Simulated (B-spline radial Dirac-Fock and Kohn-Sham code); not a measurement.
**Auger decay of the N2 hole in Lu²⁺**

System: the Lu²⁺ ion in the configuration [Xe] 4f14 6s1.

Model: one-electron (LDA, Dirac) transition rates at Dirac-Fock energies. Program: an atomic code on a B-spline grid. Kinetic energies are configuration averages from the vacuum level; the two-hole energies are estimated from single-hole states.

| transition | kinetic energy (eV) | width (meV) | share (%) |
| --- | --- | --- | --- |
| N2-N4O1 | – | 542 | 4.8 |
| N2-N4O2 | 133.8 | 380 | 3.4 |
| N2-N4O3 | 141.4 | 637 | 5.6 |
| N2-N5O2 | 143.5 | 342 | 3.0 |
| N2-N4N7 | 155.2 | 4860 | 43.1 |
| N2-N4N6 | 156.0 | 2320 | 20.5 |
| N2-N5N6 | 163.7 | 611 | 5.4 |
| N2-N6O2 | 335.7 | 215 | 1.9 |
| N2-N7O2 | 337.0 | 346 | 3.1 |
| N2-N6N7 | 358.0 | 343 | 3.0 |

A dash stands for an energy that rests on an unreliable hole state.

Coster-Kronig rates are the weakest part of this model and often come out 1.5 to 2.5 times too large. Super-Coster-Kronig decay this fast strains the one-particle picture, and such widths tend to come out too large. The listed channels hold 94 % of the non-radiative rate. Summed by principal shells, of 11.3 eV in all: NNN 74.1 %, NNO 24.7 %, NOO 0.6 %, NNP 0.6 %.

Values without a named source are computed, but for edge energies of neutral atoms, which are taken from tables.
